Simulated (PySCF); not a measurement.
Input for PySCF: R-M06-2X/6-31G* on CH6GaN (SMILES C[NH][GaH2]), a point of a torsion scan.

```python
from pyscf import gto, scf, dft, mp
from pyscf.data.elements import chemcore

mol = gto.M(
    atom='''
    C    -1.20159036    0.32764659    0.16758332
    N    -0.18390777   -0.71199011    0.02399713
    Ga   -0.21960745   -2.07562833   -1.16783150
    H    -1.98930047    0.14134458   -0.56839951
    H    -0.78897187    1.32536153   -0.01515854
    H    -1.65319751    0.31642479    1.16512279
    H     0.56853210   -0.57635681    0.69167049
    H     0.95437965   -3.08696961   -1.17440554
    H    -1.43276674   -2.16240622   -2.12980887
    ''',
    basis='6-31g*',
    cart=True,
    charge=0, spin=0, verbose=3, max_memory=1800)
mf = dft.RKS(mol, xc='m062x')
mf.conv_tol = 1e-8
mf.max_cycle = 100
mf.kernel()
if not mf.converged:
    mf = mf.newton().run(mf.mo_coeff, mf.mo_occ)
```

It printed:

```
converged SCF energy = -2020.97164992703
```

The calculation finished and met its thresholds.

Cost: very roughly 14 core-seconds.
